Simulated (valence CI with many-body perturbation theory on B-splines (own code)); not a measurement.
## Er XXVIII: fill in the table

Method: relativistic CI+MBPT: five valence electrons over a frozen Dirac-Fock core [Kr], a basis of 7 s, 7 p, 8 d, 6 f, 4 g, 1 h functions for each j, with the one-electron correlation potential Σ1 (screened to all orders), the two-electron term Σ2, the three-electron term Σ3, Breit, model QED; selected single and double excitations, second order for the rest, scaled by the run's own slope (own B-spline code, finite nucleus).

No measured spectrum was set against this ion. As an estimate, large intervals hold to a few tenths of a per cent, small ones and those within an open d or f shell to about a per cent. The list stops below the first excitations out of the core.

```tsv
Level	E (cm⁻¹)
(4d3/2^4 4d5/2) J=5/2	0.0
(4d3/2^3 4d5/2^2) J=5/2 [a]	58021
(4d3/2^3 4d5/2^2) J=7/2 [a]	89973
(4d3/2^3 4d5/2^2) J=3/2 [a]	93060
(4d3/2^3 4d5/2^2) J=11/2	96343
(4d3/2^3 4d5/2^2) J=9/2	105320
(4d3/2^3 4d5/2^2) J=5/2 [b]	109840
(4d3/2^3 4d5/2^2) J=1/2	115000
(4d3/2^3 4d5/2^2) J=7/2 [b]	?
(4d3/2^2 4d5/2^3) J=5/2 [a]	?
(4d3/2^3 4d5/2^2) J=3/2 [b]	?
(4d3/2^2 4d5/2^3) J=7/2 [a]	?
(4d3/2^2 4d5/2^3) J=11/2	168460
(4d3/2^2 4d5/2^3) J=9/2 [a]	173500
(4d3/2^2 4d5/2^3) J=1/2 [a]	177730
(4d3/2^2 4d5/2^3) J=13/2	183500
(4d3/2^2 4d5/2^3) J=3/2 [a]	?
(4d3/2^2 4d5/2^3) J=5/2 [b]	188420
(4d3/2^2 4d5/2^3) J=9/2 [b]	204500
(4d3/2^2 4d5/2^3) J=7/2 [b]	?
```

Levels are named by their leading jj configuration (3d3/2^4 stands for four electrons in 3d with j = 3/2), which in mixed levels can hold well under half, so a name can repeat and another be missing. Letters in brackets count levels of one name in rising energy.

Problem. The levels stand in rising order. What does the calculation give for the missing energies?

Solution. (4d3/2^3 4d5/2^2) J=7/2 [b] 126010; (4d3/2^2 4d5/2^3) J=5/2 [a] 148160; (4d3/2^3 4d5/2^2) J=3/2 [b] 156510; (4d3/2^2 4d5/2^3) J=7/2 [a] 163900; (4d3/2^2 4d5/2^3) J=3/2 [a] 184140; (4d3/2^2 4d5/2^3) J=7/2 [b] 208910.
